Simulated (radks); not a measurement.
Results of a calculation; reference values are marked as such.
The technetium ion Tc6+ is in [Kr] 4d1. Level of theory: scalar-relativistic Kohn-Sham, BLYP, spin-polarised, spherical densities, finite nucleus; Fermi nuclear charge, rms radius of each element as measured or else 0.836 A^(1/3) + 0.57 fm (a radial shooting solver on a logarithmic mesh with Libxc functionals). Open shells are filled with parallel spins first. One electron is removed from 4p, 4s, 4d, 3d in turn, with full relaxation. Which removal costs least, and what does each cost?

Answer. 4d 88.813 eV; 4p 132.58 eV; 4s 162.69 eV; 3d 356.22 eV. The 4d electron leaves first.
